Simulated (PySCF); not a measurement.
**Assignment exercise: C$_{4}$H$_{6}$FNSi**

Geometry (Å), atoms numbered from 1 in this order:
```xyz
13

N    -2.4853    1.4452   -1.7140
C    -2.2213    0.7247   -0.8678
C    -1.8964   -0.1849    0.1992
C    -0.4118   -0.3421    0.3964
F    -0.1584   -1.2089    1.4117
C     0.5853    0.2274   -0.2549
Si    2.4060   -0.0913    0.1269
H    -2.3368   -1.1646   -0.0211
H    -2.3476    0.1804    1.1295
H     0.3186    0.9043   -1.0523
H     2.5815   -0.2338    1.5703
H     3.1488    1.0622   -0.3800
H     2.8130   -1.3181   -0.5617
```

PySCF 2.14 calculation with GFN2-xTB structure and shieldings: GIAO PBE0/pcSseg-1; one averaged value for each set of equivalent atoms, a single conformation, relativity neglected, gas phase.

Shifts are taken against calculated references (same method and geometry level): TMS for 13C, 1H.

Question: Assign these signals to the numbered atoms. 13C{1H} NMR (computed): δ 173.2, 119.5, 101.9, 24.1.

Answer: 
173.2 → C4, fully substituted alkene carbon
119.5 → C2, nitrile carbon: typical of a nitrile
101.9 → C6, alkene CH: the olefinic region
24.1 → C3, allylic sp3 CH2: a saturated carbon with 2 carbon neighbours and no heteroatom attached

Question: Assign these signals to the numbered atoms. 1H NMR (400 MHz, computed): δ 5.68 (m, 1H), 4.28 (d, 3H), 3.26 (m, 2H).

Answer: 
5.68 → H10, hydrogen on an alkene CH: olefinic region
4.28 → H11/H12/H13, hydrogen on a silicon bonded to C
3.26 → H8/H9, hydrogen on an allylic sp3 CH2

Splittings by 19F in the carbon and heteronuclear signals aren't shown, as no couplings were computed. Shifts are as computed. Against solution values, carbons near 30 ppm lie about +3 ppm off and those near 130 ppm about +5 ppm. Of 1309 compounds with measured shifts, 239 miss one by over three times the rms of a fit or turn the order of signals round; such compounds aren't used in these exercises. Multiplicities follow the n + 1 count of equivalent neighbours, as no J values were calculated; m marks all less simple cases, F and P coupling included.
